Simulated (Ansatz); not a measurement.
Consider the ligand exchange at the Si–O bond: `C[SiH](O)O[SiH2]O` + `N[Si](O)(Cl)Cl` → `O[SiH2]N[Si](O)(Cl)Cl` + `C[SiH](O)O`.

Program: Ansatz. Geometries: PBE0-D4/def2-TZVP. ΔE: electronic, gas phase. CCSD(T)/CBS is the MP2 limit (def2-TZVPP, def2-QZVPP) plus CCSD(T) − MP2 in def2-TZVPP, frozen cores. This one scheme is used for every species. DFT in def2-TZVPP. B3LYP here is the variant with VWN-RPA as its local correlation; programs differ in this. One conformer a species, not always the lowest.

CCSD(T)/CBS gives +12.6 kcal/mol.

Question: Another level gave +13.5 kcal/mol. Which?
A. PBE-D4/def2-TZVPP
B. PBE0/def2-TZVPP
C. HF/def2-TZVPP
D. B3LYP/def2-TZVPP

Answer: D. B3LYP 13.5, PBE0 12.2, HF/def2-TZVPP 16.1, PBE-D4 11.1 kcal/mol.

Largest T1 diagnostic among the species: 0.011.

In def2-TZVPP, CCSD(T) changes the Hartree–Fock value by −3.6 kcal/mol (the triples alone add −0.6 kcal/mol) and MP2 by −3.8 kcal/mol. The D4 term adds −0.7 kcal/mol with B3LYP and −0.4 kcal/mol with PBE0; it sums over pairs of atoms, weighted by their polarisabilities, and B3LYP, whose exchange is more repulsive, gets the larger term.
